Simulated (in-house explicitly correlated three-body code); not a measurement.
Computed with an exponentially correlated three-body code. Model: two electrons around a point charge, non-relativistic, variational in 260 exponentially correlated functions (energies converged to about 1e-7 hartree, or 1e-8 relative for large Z).

Command:
```bash
python run_hyl.py task.json out
```
Settings (lengths in bohr, energies in hartree):
```
Z                      10
screening              0.5
interaction_strength   1
functions              260
states_tried           13
```

Cost of the run: 2.6 min on 1 thread of Arm Neoverse N1 (shared host).

**Those bound S and P states to n = 4 that converged, binding against the one-electron ion.**

Given: nuclear charge 10; Yukawa screening of all interactions 0.5 1/bohr.

Computed: one-electron threshold -45.1816429 hartree.

```
term  energy (hartree)  binding (eV)
1 1S       -84.7563824        1076.9
2 3S       -51.9897973        185.26
2 1S       -51.6359092        175.63
2 3P        -51.553712        173.39
2 1P       -51.3095151        166.75
3 3S                 ?             ?
3 1S       -46.5753503        37.925
3 3P       -46.5016579        35.919
3 1P       -46.4477681        34.453
4 3S                 ?             ?
4 1S       -45.3475991        4.5159
4 3P       -45.3055197        3.3709
4 1P       -45.2948992        3.0819
```

Task: What belongs in the row 3 3S?

Result: energy (hartree): -46.6515673; binding (eV): 39.999.

Task: What belongs in the row 4 3S?

Result: energy (hartree): -45.3638596; binding (eV): 4.9584.

**Converged states only, values per electron or pair (inverse distances are <exp(-kr)/r>).**

```csv
term,mean r (bohr),mean r squared (bohr²),mean inverse r (1/bohr),mean r12 (bohr),mean inverse r12 (1/bohr),mean cosine,mean p1 dot p2 (bohr⁻²),delta r1 (bohr⁻³),delta r12 (bohr⁻³)
1 1S,0.15625,0.032736,9.1888,0.23008,5.4517,-0.013241,1.2081,296.55,32.446
2 3S,0.40108,0.26327,5.6612,0.67635,1.3216,-0.0042568,0.084633,174.32,-
2 1S,0.41213,0.28072,5.6386,0.69117,1.6115,-0.0065638,0.10046,173.41,5.3954
2 3P,0.35547,0.20478,5.6404,0.59498,1.625,-0.06927,-6.0559,157.5,-
2 1P,0.36417,0.21648,5.6229,0.59062,1.7954,0.050298,5.8112,158.86,1.4569
3 3S,?,?,?,?,?,?,?,?,-
3 1S,0.9084,1.5978,5.0171,1.6743,0.49471,-0.0016768,0.025045,162.08,1.2633
3 3P,0.85525,1.4227,5.0152,1.5712,0.49405,-0.013519,-1.15,158.37,-
3 1P,?,?,?,?,?,?,?,?,?
4 3S,1.9537,8.0144,4.8172,3.7609,0.10967,-0.00025735,0.0043798,159.4,-
4 1S,2.0111,8.5163,4.8143,3.8753,0.11966,-0.00036837,0.0054635,159.35,0.27193
4 3P,2.0188,8.677,4.8101,3.8913,0.11256,-0.0026216,-0.22144,158.54,-
4 1P,2.0698,9.1443,4.8078,3.9923,0.11722,0.0018546,0.2228,158.59,0.074207
```

Task: What belongs in the row 3 3S?

Result: mean r (bohr): 0.88756; mean r squared (bohr²): 1.5189; mean inverse r (1/bohr): 5.0236; mean r12 (bohr): 1.6341; mean inverse r12 (1/bohr): 0.43493; mean cosine: -0.0011389; mean p1 dot p2 (bohr⁻²): 0.019989; delta r1 (bohr⁻³): 162.27.

Task: What belongs in the row 3 1P?

Result: mean r (bohr): 0.87152; mean r squared (bohr²): 1.4818; mean inverse r (1/bohr): 5.01; mean r12 (bohr): 1.5998; mean inverse r12 (1/bohr): 0.53076; mean cosine: 0.0097891; mean p1 dot p2 (bohr⁻²): 1.1665; delta r1 (bohr⁻³): 158.62; delta r12 (bohr⁻³): 0.3689.

**Electric-dipole lines between converged S and P states, rate of the upper state's decay.**

```json
{"s state": "1 1S", "p state": "2 1P", "p minus s (eV)": "910.14", "oscillator strength from s": "0.68942", "rate (1/s)": "8.2601e+12"}
{"s state": "1 1S", "p state": "3 1P", "p minus s (eV)": "1042.4", "oscillator strength from s": "0.11729", "rate (1/s)": "1.8435e+12"}
{"s state": "1 1S", "p state": "4 1P", "p minus s (eV)": "1073.8", "oscillator strength from s": "0.021637", "rate (1/s)": "3.6086e+11"}
{"s state": "2 1S", "p state": "2 1P", "p minus s (eV)": "8.8816", "oscillator strength from s": "0.077826", "rate (1/s)": "8.8798e+07"}
{"s state": "2 1S", "p state": "3 1P", "p minus s (eV)": "141.18", "oscillator strength from s": "0.30829", "rate (1/s)": "8.8873e+10"}
{"s state": "2 1S", "p state": "4 1P", "p minus s (eV)": "172.55", "oscillator strength from s": "0.043411", "rate (1/s)": "1.8694e+10"}
{"s state": "3 1S", "p state": "2 1P", "p minus s (eV)": "-128.82", "oscillator strength from s": "-0.050227", "rate (1/s)": "3.6169e+10"}
{"s state": "3 1S", "p state": "3 1P", "p minus s (eV)": "3.4717", "oscillator strength from s": "0.22158", "rate (1/s)": "3.8628e+07"}
{"s state": "3 1S", "p state": "4 1P", "p minus s (eV)": "34.843", "oscillator strength from s": "0.18349", "rate (1/s)": "3.2219e+09"}
{"s state": "4 1S", "p state": "2 1P", "p minus s (eV)": "-162.23", "oscillator strength from s": "-0.0067871", "rate (1/s)": "7.7511e+09"}
{"s state": "4 1S", "p state": "3 1P", "p minus s (eV)": "-29.937", "oscillator strength from s": "-0.095046", "rate (1/s)": "3.6963e+09"}
{"s state": "4 1S", "p state": "4 1P", "p minus s (eV)": "1.434", "oscillator strength from s": "0.53886", "rate (1/s)": "1.6028e+07"}
{"s state": "2 3S", "p state": "2 3P", "p minus s (eV)": "11.866", "oscillator strength from s": "0.098168", "rate (1/s)": "1.9994e+08"}
{"s state": "2 3S", "p state": "3 3P", "p minus s (eV)": "149.34", "oscillator strength from s": "0.292", "rate (1/s)": "9.4193e+10"}
{"s state": "2 3S", "p state": "4 3P", "p minus s (eV)": "?", "oscillator strength from s": "?", "rate (1/s)": "?"}
{"s state": "3 3S", "p state": "2 3P", "p minus s (eV)": "-133.39", "oscillator strength from s": "-0.052305", "rate (1/s)": "4.0385e+10"}
{"s state": "3 3S", "p state": "3 3P", "p minus s (eV)": "?", "oscillator strength from s": "?", "rate (1/s)": "?"}
{"s state": "3 3S", "p state": "4 3P", "p minus s (eV)": "36.628", "oscillator strength from s": "0.17551", "rate (1/s)": "3.4058e+09"}
{"s state": "4 3S", "p state": "2 3P", "p minus s (eV)": "-168.43", "oscillator strength from s": "-0.0070752", "rate (1/s)": "8.7099e+09"}
{"s state": "4 3S", "p state": "3 3P", "p minus s (eV)": "-30.961", "oscillator strength from s": "-0.10183", "rate (1/s)": "4.2355e+09"}
{"s state": "4 3S", "p state": "4 3P", "p minus s (eV)": "1.5875", "oscillator strength from s": "0.56376", "rate (1/s)": "2.055e+07"}
```

Task: What belongs in the row 2 3S 4 3P?

Result: p minus s (eV): 181.89; oscillator strength from s: 0.042362; rate (1/s): 2.0271e+10.

Task: What belongs in the row 3 3S 3 3P?

Result: p minus s (eV): 4.0792; oscillator strength from s: 0.24919; rate (1/s): 5.9977e+07.

**Static dipole response.**

```json
{"state": "1 1S", "polarisability (bohr³)": "0.0010578"}
{"state": "2 1S", "polarisability (bohr³)": "0.74857"}
{"state": "2 3S", "polarisability (bohr³)": "0.53181"}
```
